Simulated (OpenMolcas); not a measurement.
Tm2+ with its 6 nearest fluoride ions, on the Cd site of idealised cubic KCdF3 (a = 4.302 Å, distance in the model lattice 2.151 Å). The rest of the host is ab initio model potentials to 7.6 Å, with orthogonalisation functions on the cations behind the ligands, and point charges beyond; the distance is set by hand and nothing relaxes. Ligand basis ANO-RCC-VDZP.

| Item | Value |
| --- | --- |
| Program | OpenMolcas 26.06 |
| Method | SS-CASPT2, IPEA 0.25 Eh, imaginary shift 0.1 Eh (closed shells correlated: 5s 5p and the ligand valence shells) |
| Basis | ANO-RCC-VDZP [7s6p4d2f1g] |
| Scalar Hamiltonian | DKH2, point nucleus |
| Active space | 13 electrons in 7 orbitals (4f) |
| State averaging | 2S+1 = 2 odd, 7 roots |
| Spin-orbit coupling | RASSI with atomic mean-field integrals over the reference wave functions |

All ligands move together. At R = 2.151 Å the width of the lowest J multiplet is 1003 cm-1, and at R = 2.34 Å it is 631 cm-1.

**Question.** A third run gives 722 cm-1. What distance was it run at?

**Answer.** With a power law R^-n the two known points give n = -ln(631 / 1003) / ln(2.34 / 2.151) = 5.50. Then R = 2.151 × (1003 / 722)^(1/5.50) = 2.283 Å. The run was at 2.274 Å, so the estimate is off by +0.009 Å.

Roots that are degenerate in the reference are averaged as groups; the widest CASPT2 spread within a group is 34 cm-1 (the 3-fold group of multiplicity 2 near 509 cm-1 above the lowest state of its run, R = 2.274). Shifts and gaps below about the spread of the groups concerned are not significant. Over all roots computed the reference weight is 0.69 in R = 2.151, 0.69 in R = 2.274, 0.69 in R = 2.34; a low but even weight reflects the number of correlated electrons. Splittings of an f shell from a small cluster at a set distance can be off by tens of per cent, mostly too small. No measured value stands beside these numbers; the geometry was set by hand and not optimised.
